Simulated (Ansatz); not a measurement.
Consider the ligand exchange at the Si–Cl bond: `Cl[SiH]1[SiH2][GeH2]1` + H–F → `F[SiH]1[SiH2][GeH2]1` + HCl.

Calculated with Ansatz (gas phase, PBE0-D4/def2-TZVP geometries, no zero-point term in ΔE). CBS: MP2 limit from def2 TZ/QZ plus the TZ coupled-cluster correction, frozen cores. This one scheme is used for every species. DFT in def2-TZVPP. HSE06 is defined as in plane-wave codes. For Ge outer-core shells are correlated without core-valence functions, which leaves a few kJ/mol of doubt a bond. Scalar relativity is left out up to krypton.

(1) Is it downhill or uphill in electronic energy at CCSD(T)/CBS, and by how much? (Best estimate.)

(2) What do these levels give: PBE-D4, revPBE-D4, HSE06-D4, BHLYP-D4, ωB97M-V, B2PLYP, BHLYP, CAM-B3LYP, LC-ωPBE, HF/def2-TZVPP, CCSD(T)/def2-TZVPP, MP2/CBS(def2)? (An estimate is asked.)

Largest T1 diagnostic among the species: 0.014.

## Answers

(1) Ansatz gave: Downhill: ΔE = -21.0 kJ/mol.

(2) Ansatz gave: PBE-D4 -18.4, revPBE-D4 -15.2, HSE06-D4 -15.9, BHLYP-D4 -26.6, ωB97M-V -25.9, B2PLYP -29.0, BHLYP -33.3, CAM-B3LYP -36.5, LC-ωPBE -25.9, HF/def2-TZVPP -35.2, CCSD(T)/def2-TZVPP -25.0, MP2/CBS(def2) -14.2 kJ/mol.

The D4 term adds +6.6 kJ/mol with B3LYP and +3.6 kJ/mol with PBE0; it sums over pairs of atoms, weighted by their polarisabilities, and B3LYP, whose exchange is more repulsive, gets the larger term. In def2-TZVPP, CCSD(T) changes the Hartree–Fock value by +10.3 kJ/mol (the triples alone add +2.4 kJ/mol) and MP2 by +17.1 kJ/mol.

B3LYP here is the variant with VWN-RPA as its local correlation; programs differ in this.
